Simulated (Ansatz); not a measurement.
C$_{2}$H$_{6}$B$_{2}$F$_{4}$, SMILES `C[B@-]1(F)[F+][B@-](C)(F)[F+]1`. Charge 0, multiplicity 1. Geometry: relaxed with PBE0-D4/def2-TZVP.

```xyz
14

C    -1.901    0.690    1.232
B    -0.623    0.875    0.364
F    -0.179    2.071   -0.011
F     0.594    0.057    0.885
B     0.623   -0.875   -0.363
C     1.901   -0.690   -1.232
F     0.179   -2.070    0.012
F    -0.593   -0.056   -0.885
H    -2.112   -0.359    1.441
H    -1.789    1.215    2.184
H    -2.768    1.120    0.724
H     1.787   -1.211   -2.186
H     2.115    0.359   -1.438
H     2.767   -1.125   -0.726
```

Question: What is the dipole moment at r2SCAN/def2-TZVPP? (Estimate.)

Answer: Ansatz gave: 0.00 D, zero by symmetry or nearly so.

Question: Give the Mulliken charges with r2SCAN, ωB97M-V, PBE in def2-TZVPP. (An estimate is asked.)

Answer: Computed: 
| atom | r2SCAN | ωB97M-V | PBE |
| --- | --- | --- | --- |
| C1 | -0.27 | -0.37 | -0.37 |
| B2 | 0.49 | 0.41 | 0.38 |
| F3 | -0.28 | -0.26 | -0.22 |
| F4 | -0.16 | -0.14 | -0.12 |
| B5 | 0.49 | 0.41 | 0.38 |
| C6 | -0.27 | -0.37 | -0.37 |
| F7 | -0.28 | -0.26 | -0.22 |
| F8 | -0.16 | -0.14 | -0.12 |
| H9 | 0.07 | 0.12 | 0.11 |
| H10 | 0.07 | 0.12 | 0.11 |
| H11 | 0.07 | 0.12 | 0.11 |
| H12 | 0.07 | 0.12 | 0.11 |
| H13 | 0.07 | 0.12 | 0.11 |
| H14 | 0.07 | 0.12 | 0.11 |
